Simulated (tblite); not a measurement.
Species: C3H10B2O.
Cartesian coordinates in Å at the GFN2-xTB level; atoms count from 1:
```xyz
16
C3H10B2O angstrom
C      2.0808    1.3348    1.0464
B      1.5531   -0.1545    1.2724
O      0.8240   -0.7477    0.3731
B      0.0428   -1.2640   -0.5278
C     -1.5422   -1.0118   -0.4555
C     -1.9196    0.2863   -1.1819
H      3.1327    1.4290    1.3043
H      1.9511    1.6744    0.0219
H      1.5415    2.0259    1.6923
H      1.8147   -0.7385    2.2671
H      0.5224   -1.8907   -1.4078
H     -2.0982   -1.8343   -0.9082
H     -1.8740   -0.9300    0.5821
H     -1.6244    0.2365   -2.2277
H     -2.9939    0.4566   -1.1371
H     -1.4185    1.1369   -0.7250
```

Computed values, GFN2-xTB/tblite, gas phase, harmonic and unscaled. Errors from tens to a few hundred cm⁻¹ against measured bands are possible. Modes of hydrogen on boron can be 10 to 20 % off. One conformer, not necessarily the lowest. The optimisation stopped once no atom felt more than 0.01 eV/Å.

Lowest wavenumbers of the output (negative numbers stand for imaginary wavenumbers):
```
mode    cm-1
  1     -24.6
  2      71.9
  3      80.9
  4     134.4
  5     174.0
  6     221.9
  7     294.4
  8     406.1
  9     436.2
 10     652.1
 11     738.4
 12     767.3
 13     812.2
 14     856.7
 15     891.4
```

Q: Is this structure a minimum?

A: Not by this Hessian. 1 mode is imaginary beyond 20i (25i cm⁻¹), so at this level the point lies at or near a first-order saddle. The curvature is small, so loose convergence or finite differences may be the whole cause.

Q: Which atoms move in the imaginary mode?

A: 25i: C6 (methyl carbon) 32 %. These are shares of the mass-weighted motion.

Q: What is the remedy?

A: Step along that mode in both directions, optimise again with tighter thresholds and repeat the frequencies. The zero-point energy of this point (82.3 kcal/mol) counts the 41 real modes alone, and thermal corrections from it aren't those of a minimum.

On one thread, Arm Neoverse N1 (aarch64), no GPU, shared host with 64 logical CPUs at a one-minute load of 64, this took 0.61 s of wall time. This covers the Hessian and the dipole derivatives.
